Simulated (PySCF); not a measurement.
**Hg: interval between two levels**

Hg [Xe] 4f14 5d10 6s2 → Hg [Xe] 4f14 5d9 6s2 6p1 [3F4, M_J = 4], as a difference of total energies. Calculation: PySCF 2.14, in x2c-SVPall-2c with one added diffuse shell each of s, p, d type (8s11p10d2f, 105 functions); the two-component X2C-1e Hamiltonian. Correlated levels: [Kr] 4d10 4f14 frozen; the 22 highest virtual spinors dropped. "Screened" scales the spin-orbit matrix elements by Boettger's factors to mimic the two-electron term; Breit and QED terms are absent.

| method | interval between two levels (cm⁻¹) |
| --- | --- |
| GHF (screened spin-orbit) | 69347 |
| GMP2 (screened spin-orbit) | 77993 |

The labels give the starting determinants; with spin-orbit coupling the two ends relaxed to ⟨J²⟩ = 0.00, ⟨L²⟩ = 0.15, ⟨S²⟩ = 0.15 and ⟨J²⟩ = 20.01, ⟨L²⟩ = 12.16, ⟨S²⟩ = 2.15.
